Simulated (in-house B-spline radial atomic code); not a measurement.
A fraction x of an electron is removed from 2s in F2+, starting from [He] 2s2 2p3 and keeping the highest spin. All numbers are computed (scalar-relativistic (X2C) LDA PW92, spin-polarised, spherical fractional occupations; Fermi nucleus of rms radius 2.8976 fm) with an all-electron radial atomic-structure program (B-spline basis), not measured.

```tsv
x	E(x) - E(0) (eV)	2s down level (eV)
0	0.0000	-63.144
0.17	11.0057	-66.334
0.37	24.6459	-70.061
0.48	?	?
0.5	33.9093	-72.446
0.62	42.7326	-74.598
0.65	44.9785	-75.123
0.8	?	?
0.88	62.6937	-78.752
1	72.1978	-
```

Q: What belongs in the row x = 0.48?

A: An energy change of 32.4640 eV; 2s down at -72.082 eV.

Q: What belongs in the row x = 0.8?

A: An energy change of 56.4375 eV; 2s down at -77.615 eV.

Q: Check Janak's theorem between x = 0.17 and 0.37.

A: The slope of the energy is 68.20 eV; the orbital levels give 68.20 eV (-ε of the emptying orbital, averaged over the two points).
